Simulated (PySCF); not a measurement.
Computed vibrations of [Nd(HCN)]2+

[Nd(HCN)]2+ (singlet in the valence; each metal's 4f electrons, 4 of them, lie in its core potential, out of spins and levels). PySCF 2.14.0, RKS PBE0, Nd lcecp-0-SVP with ECP50, N def2-SVP, C def2-SVP, H def2-SVP; non-relativistic Hamiltonian with scalar-relativistic core potentials where named; density fitting; no spin-orbit coupling. Central differences of gradients.

```xyz
4

Nd    0.0000    0.0000   -0.5060
N     0.0000    0.0000    2.0618
C     0.0000    0.0000    3.2154
H     0.0000    0.0000    4.3093
```

Run from Python with OMP_NUM_THREADS=2. Where DIIS fails, smearing, a level shift and second-order steps follow.
It took 14 s on 2 threads of Arm Neoverse V1 (shared host).

**Question.** What are the harmonic wavenumbers and infrared intensities?

**Answer.** Modes are labelled in C∞v; negative numbers are unstable modes, those under 60 cm⁻¹ near the noise; a finer grid moves soft modes by up to 10 cm⁻¹.
```
cm⁻¹  km/mol  symmetry
 191    59.7         π
 191    59.7         π
 256    23.1        σ+
 844    21.0         π
 844    21.0         π
2242   217.0        σ+
3357   165.2        σ+
```

**Question.** Is this a minimum?

**Answer.** Yes. Ideal gas at 298.15 K and 1 bar: S = 288.0 J/(mol K), Cp = 56.8 J/(mol K), H − H(0 K) = 13.3 kJ/mol (rigid rotor, harmonic modes, spin degeneracy alone, that of the 4f electrons in the core included).

An lcecp potential fixes the number of 4f electrons, so in runs with it no electron can move into or out of that shell; real Nd(II) is rare or takes another configuration.
